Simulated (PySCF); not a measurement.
germanium monotelluride cation (GeTe), SMILES [Ge]=[Te] (connectivity only; charge and spin as stated), charge +1, multiplicity 2. Atoms are numbered in the order given.

```xyz
2

Ge     0.0000     0.0000    -1.5392
Te     0.0000     0.0000     0.9472
```
Charge +1, spin multiplicity 2.

The structure is a stationary point at PBE0-D3(BJ)/def2-TZVP. The spin state was assumed, not searched. The def2 effective core potentials stand for the cores of Te; spin–orbit coupling is left out.

All values below come from ωB97X/def2-TZVPD run with PySCF.

Mulliken values depend strongly on the basis, most of all with diffuse functions as here. ESP charges are fitted to the potential on shells at 1.4 to 2.0 van der Waals radii. Atomic charges (e):

| atom | Mulliken | ESP fit | Mulliken spin |
|---|---|---|---|
| Ge1 | 0.61 | 0.61 | 0.06 |
| Te2 | 0.39 | 0.39 | 0.94 |
